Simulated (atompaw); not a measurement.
# Before and after: PAW (atompaw) potential for Bi

```json
{
 "Element": "Bi (Z = 83)",
 "Generator": "atompaw 4.2.0.5",
 "Type": "PAW",
 "Functional": "PBE",
 "Relativity": "scalar-relativistic",
 "Frozen core": "[Xe] 4f14",
 "Valence charge": "15",
 "Reference configuration": "5d10 6s2 6p3",
 "Partial waves": "6s (bound): rc 2.20 bohr; 6s channel at 0.05 Ry: rc 2.20 bohr; 6p (bound): rc 2.20 bohr; 6p channel at 0.2 Ry: rc 2.20 bohr; 5d (bound): rc 1.70 bohr; 5d channel at 0.65 Ry: rc 2.20 bohr",
 "Local potential": "bessel scheme, radius 1.85 bohr",
 "Core correction": "smooth core density matched at 1.25 bohr",
 "Augmentation charge": "sinc compensation charge, radius 1.85 bohr; PAW radius 2.20 bohr; waves and projectors: custom rrkj vanderbiltortho"
}
```

Change: local potential bessel scheme, radius 1.32 bohr.

Cutoffs: the cutoffs (Ry, on a coarse ladder) from which the occupation-weighted sum of valence levels, in a spherical-Bessel basis at the reference potential, stays within 10 and 1 mRy of its value at 400 Ry; they do not see the model core or the augmentation charge, which bear on the density cutoff.

Task: What does the change do?

Result: The potential gets neither clearly harder nor softer (50 Ry and 80 Ry → 50 Ry and 70 Ry); a bound ghost appears in s, which as a rule spoils a file; the range in which the p phases agree narrows (upper end 4.2 → 1.9). A state that the projectors do not describe sees the local part alone, so a deeper or shallower local part can create or remove a ghost.

```csv
quantity,base,changed
"cutoff, loose",50 Ry,50 Ry
"cutoff, tight",80 Ry,70 Ry
bound ghosts,none,s
s: phases at 2.21 bohr within 0.05 rad from the reference energy up to (Ry; the scan ends near 5),4.4,to the end of the scan
p: phases at 2.21 bohr within 0.05 rad from the reference energy up to (Ry; the scan ends near 5),4.2,1.9
d: phases at 2.21 bohr within 0.05 rad from the reference energy up to (Ry; the scan ends near 5),to the end of the scan,to the end of the scan
lowest overlap eigenvalue by channel,"s 0.34, p 0.54, d 0.55","s 0.29, p 0.50, d 0.52"
```

 A true bound ghost makes a file unfit for plane-wave use even where its test errors are small: the radial tests pick states by their node count and pass the ghost by. The cutoffs see the waves, projectors and local potential, not the compensation charge or the core.
